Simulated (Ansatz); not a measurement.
`[Br][Sn][Br]` + `CO[SiH](O)O[SiH3]` → `[OH][Sn][Br]` + `CO[SiH](Br)O[SiH3]`  (redistribution)

Computed with Ansatz on PBE0-D4/def2-TZVP structures; ΔE is electronic, products minus reactants. CBS: MP2 limit from def2 TZ/QZ plus the TZ coupled-cluster correction, frozen cores. Functionals use def2-TZVPP. B3LYP here is the variant with VWN-RPA as its local correlation; programs differ in this. def2 core potentials past Kr. For Br, Sn outer-core shells are correlated without core-valence functions, which leaves a few kJ/mol of doubt a bond. Scalar relativity is left out up to krypton. One conformer a species, not always the lowest.

`[Br][Sn][Br]`:

```xyz
3

Br    1.480   -0.237    1.315
Sn   -0.859   -0.513    0.425
Br   -0.621    0.751   -1.740
```

`CO[SiH](O)O[SiH3]`:

Z-matrix (Å, degrees):
```
C
O 1 1.410
H 1 1.091 2 108.3
H 1 1.096 2 111.7 3 119.4
H 1 1.094 2 111.0 3 -119.2
Si 2 1.631 1 124.1 3 -167.3
O 6 1.622 2 112.6 1 -65.0
O 6 1.631 2 106.8 1 176.4
H 6 1.477 2 109.8 1 53.7
Si 7 1.640 6 142.6 2 -89.1
H 8 0.958 6 117.1 2 -24.3
H 10 1.486 7 110.8 6 40.0
H 10 1.484 7 107.7 6 159.5
H 10 1.484 7 110.2 6 -81.2
```

`[OH][Sn][Br]`:

```xyz
4

O    -0.585    0.564   -0.620
Sn   -0.154   -0.928    0.600
Br    2.224   -0.195    0.980
H    -1.485    0.560   -0.960
```

`CO[SiH](Br)O[SiH3]`:

```xyz
13

C     0.046   -0.442   -2.490
O     0.427   -0.192   -1.153
Si   -0.224   -0.872    0.165
Br   -2.426   -0.540    0.147
O     0.425   -0.177    1.463
Si    0.459    1.211    2.349
H     0.685    0.157   -3.138
H    -0.997   -0.160   -2.659
H     0.174   -1.498   -2.750
H    -0.001   -2.327    0.217
H     0.109    2.374    1.497
H    -0.508    1.098    3.467
H     1.832    1.368    2.884
```

| level | ΔE (kcal/mol) | difference from CCSD(T)/CBS |
| --- | --- | --- |
| PBE-D4 | 20.6 | -1.0 |
| r2SCAN-D4 | 22.2 | 0.6 |
| B3LYP-D4 | 23.3 | 1.7 |
| ωB97X-V | 21.4 | -0.2 |
| ωB97M-V | 22.1 | 0.5 |
| B2PLYP | 22.8 | 1.2 |
| r2SCAN | 22.3 | 0.7 |
| PBE0 | 23.1 | 1.5 |
| HF/def2-TZVPP | 28.1 | 6.5 |
| MP2/def2-TZVPP | 21.3 | -0.3 |
| CCSD(T)/def2-TZVPP | 21.9 | 0.3 |
| HF/def2-QZVPP | 27.9 | 6.3 |
| MP2/def2-QZVPP | 21.1 | -0.5 |
| HF/CBS(def2) | 27.9 | 6.3 |
| MP2/CBS(def2) | 21.1 | -0.5 |
| CCSD/CBS(def2) | 22.6 | 1.0 |
| CCSD(T)/CBS | 21.6 | 0 |

Largest T1 diagnostic among the species: 0.015.

The D4 term adds −0.7 kcal/mol with B3LYP and −0.4 kcal/mol with PBE0; it sums over pairs of atoms, weighted by their polarisabilities, and B3LYP, whose exchange is more repulsive, gets the larger term. From PBE to PBE0 (25 % exact exchange), in def2-TZVPP and without D4, ΔE moves by +2.1 kcal/mol. In def2-TZVPP, CCSD(T) changes the Hartree–Fock value by −6.2 kcal/mol (the triples alone add −1.0 kcal/mol) and MP2 by −6.8 kcal/mol.
